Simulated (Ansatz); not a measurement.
Ansatz (a quantum-chemistry and plane-wave program) input (RI-MP2/def2-QZVPPD):
A basis named .json is the Basis Set Exchange file of that set.

Ansatz 0.2 input:
```yaml
crystal:
  periodic: [false, false, false]
  atoms:
    - {symbol: C, position_ang: [0.00000000, 0.00000000, 0.00000000]}
    - {symbol: Te, position_ang: [-0.00000000, -0.00000000, -1.90330842]}
    - {symbol: Te, position_ang: [0.00000000, 0.00000000, 1.90330842]}
basis:
  gaussian:
    orbitals: def2-QZVPPD.json
    fitting: {mean_field: def2-universal-jkfit, correlation: def2-QZVPPD-RIFIT.json}
magnetization: {spin_polarized: false}
correlation: {method: mp2, electrons: outside_noble_gas}
```

End of the output:

```
integrals: 0.28 GiB planned
511 factors; integrals over basis functions are off by at most 9.0e-1 eV
mean field: 0.73 GiB planned
mean field evaluation 1: about -15559.5997 eV, gradient 9.9e0 eV
mean field evaluation 2: about -15560.0139 eV, gradient 4.4e0 eV
mean field evaluation 4: about -15560.0866 eV, gradient 1.3e0 eV
mean field evaluation 8: about -15560.0917 eV, gradient 1.4e-6 eV
mean field -15560.09172522 eV, -571.8228238927 hartree, gradient 1.4e-6 eV, S^2 0.000000; 0 other end points of the search recorded, 0 dependent functions left out; unrestricted orbitals would lower it
19 core orbitals not correlated
741 factors; their error is unknown
reference -15560.09172522 eV, -571.8228238927 hartree; 8, 8 occupied and 218, 218 virtual orbitals, 741 factors
second order -12.82826549 eV of doubles, -0.00000000 eV of singles
Total energy: -15572.91999071 eV, -572.2942539542 hartree
```
